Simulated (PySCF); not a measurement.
Calculation: PBE-D3(BJ)/def2-TZVP // PBE0-D4/def2-TZVP in PySCF 2.14.0. All species are isolated molecules in the gas phase. 

Reference species (SMILES): `[Cl][Ga][Cl]` (neutral, multiplicity 2).

- dipole moment = 1.55 D

Changed species: `[Ga]([F])[Cl]` (radical fragment; the reference has radical fragment).

Problem. What does the change do to the dipole moment?

Solution. the dipole moment goes up by 0.33 D, to 1.88 D.
